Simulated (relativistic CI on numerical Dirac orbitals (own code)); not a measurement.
# Pt²⁺: resonant inelastic scattering at the L2,3 edge

Computed with this model: Dirac-Coulomb-Breit CI, KLI orbitals optimised for each configuration, a model potential for QED, Kramers-Heisenberg scattering through one core-hole configuration in a parametric crystal field, unscaled Slater integrals; configurations [Xe] 4f14 5d8 → [He] 2s2 2p5 3s2 3p6 3d10 4s2 4p6 4d10 4f14 5s2 5p6 5d9; 300 K; core-hole width 5 eV; summed over polarisations. Incident energies are the highest absorption maxima for each field (at most a few, so the weaker spin-orbit partner edge can be absent), on the computed scale of the free ion. Intensities are in per cent of the strongest line above 0.02 eV; levels within 1 cm⁻¹ are merged; final levels count from the ground level, the first row holds all elastic scattering, lines under 0.4 are left out and each table stops after 24 rows. The scale of the Slater integrals is a model choice and moves the terms in proportion.

Field parameters in Wybourne normalisation: Td as Oh with Dq negative (B⁴₀ = 21Dq, B⁴₄ = √(5/14) B⁴₀). The field is a parameter set, without covalency.

S is read from ⟨S²⟩ = S(S + 1).

Td, 10Dq = -2450 cm⁻¹:

```tsv
Final level (eV)	Degeneracy	Irrep	S	11560.7 eV
0.000	1	A1	0.98	119.7
0.078	3	T1	0.98	100.0
0.142	2	E	0.98	11.9
0.310	3	T2	0.98	4.6
1.063	3	T2	0.77	5.1
1.249	2	E	0.68	3.9
1.282	3	T1	1.00	8.3
1.422	3	T2	0.89	1.7
2.112	2	E	0.97	7.6
2.337	3	T2	0.99	6.8
3.130	3	T2	0.19	1.2
3.176	2	E	0.30	9.0
3.328	3	T1	0.05	6.6
3.371	1	A1	0.08	2.4
3.456	3	T2	0.52	2.1
```

Td, 10Dq = -5550 cm⁻¹:

```tsv
Final level (eV)	Degeneracy	Irrep	S	11560.8 eV
0.000	1	A1	0.99	109.5
0.154	3	T1	0.99	100.0
0.299	2	E	0.97	5.3
0.615	3	T2	0.98	0.8
1.112	3	T2	0.77	7.9
1.512	2	E	0.68	1.8
1.522	3	T1	1.00	16.2
1.864	3	T2	0.84	2.8
2.207	2	E	0.94	4.4
2.728	3	T2	0.99	6.4
3.175	3	T1	1.00	1.2
3.272	2	E	0.48	10.8
3.647	3	T1	0.06	5.3
3.702	1	A1	0.17	2.3
3.767	3	T2	0.49	1.7
```

For the first field the strongest loss at the lowest incident energy is the level at 0.08 eV (S = 0.98, against 0.98 in the thermal ground state). Levels of other spin, the first over 8 % at 3.18 eV, appear because spin-orbit coupling of the core hole, and in heavier ions of the valence shell too, mixes spins.
